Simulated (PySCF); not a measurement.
Compound: C6H8SSi.
Structure used (PBE0-D3(BJ)/def2-SVP), in Å, numbered top down from 1:
```xyz
16
C6H8SSi angstrom
Si     3.2365    0.5922   -0.2912
S      2.1320   -1.2200   -0.6004
C      0.4392   -0.7840   -0.2840
C     -0.0085    0.5063    0.0191
C     -1.3633    0.7417    0.2469
C     -2.2857   -0.2991    0.1753
C     -1.8409   -1.5860   -0.1276
C     -0.4907   -1.8308   -0.3553
H      4.6419    0.1705   -0.5480
H      2.8388    1.6697   -1.2458
H      3.0933    1.1075    1.1030
H      0.6896    1.3445    0.0788
H     -1.6961    1.7556    0.4820
H     -3.3461   -0.1093    0.3543
H     -2.5526   -2.4130   -0.1870
H     -0.1469   -2.8411   -0.5901
```

The calculation used PBE0-D3(BJ)/def2-SVP geometry optimisation, gas phase in PySCF.

Take the most abundant isotopes and a rigid rotor. The values belong to one conformer with, in the numbering `[SiH3:1][S:2][c:3]1[cH:4][cH:5][cH:6][cH:7][cH:8]1`, Si1–S2–C3–C4 3°.

(1) What are A, B and C (MHz)?

(2) Classify the top.

(3) What does the inertial defect say?

(4) Which lines would a microwave search look for?

Answers

(1) Ia = 142.80, Ib = 581.78, Ic = 718.41 u·Å²; 505379 MHz·u·Å²/I gives A = 3539, B = 868.7, C = 703.5 MHz.

(2) An asymmetric top. Ray's parameter κ = (2B − A − C)/(A − C) = -0.883; −1 is the prolate and +1 the oblate limit.

(3) Not planar: Δ = Ic − Ia − Ib = -6.17 u·Å². For a rigid frame Δ = −2 Σ m c², so Σ m c² = 3.09 u·Å² lies off the ab plane: 2.99 from hydrogen and 0.10 from heavier atoms. The atom farthest from that plane is 1.26 Å away.

(4) The dipole components are |μa| = 0.55 D, |μb| = 1.06 D, |μc| = 0.04 D. The squared components, which scale the intensities, stand as 0.27 : 1.00 : 0.00 (a : b : c). Some lines, for components of 0.1 D or more:

```
type  branch         J(Ka,Kc)    MHz  lower level (cm⁻¹)
   a       Q  2(1,1) ← 2(1,2)    496               0.241
   b       R  5(1,4) ← 4(2,3)    791               0.892
   a       R  1(0,1) ← 0(0,0)   1572               0.000
   b       Q  2(1,1) ← 2(0,2)   3008               0.157
   a       R  2(0,2) ← 1(0,1)   3137               0.052
   a       R  2(1,1) ← 1(1,0)   3309               0.147
   a       R  3(0,3) ← 2(0,2)   4687               0.157
   a       R  4(2,3) ← 3(2,2)   6283               0.682
   a       R  5(3,2) ← 4(3,1)   7889               1.352
   a       R  5(2,3) ← 4(2,2)   7988               0.895
   b       Q  2(2,1) ← 2(1,2)   8507               0.241
   b       Q  3(2,2) ← 3(1,3)   8759               0.390
   b       R  3(2,2) ← 2(1,1)  12728               0.257
   b       R  3(2,1) ← 2(1,2)  13260               0.241
   b       Q  4(3,1) ← 4(2,2)  13681               0.895
   b       Q  5(3,3) ← 5(2,4)  13830               1.153
   b       R  5(2,3) ← 4(1,4)  17197               0.588
   b       Q  5(4,1) ← 5(3,2)  19246               1.615
   b       Q  4(4,0) ← 4(3,1)  19257               1.352
   b       R  4(3,2) ← 3(2,1)  20036               0.683
   b       R  4(3,1) ← 3(2,2)  20074               0.682
   b       R  4(4,1) ← 3(3,0)  25561               1.141
   b       R  4(4,0) ← 3(3,1)  25561               1.141
   b       R  5(5,1) ← 4(4,0)  32639               1.994
```

No frequency check. No vibrational averaging or centrifugal distortion is included, and the geometry carries the error of its method. A rigid rotor knows nothing of internal rotation, which can split or shift real lines.
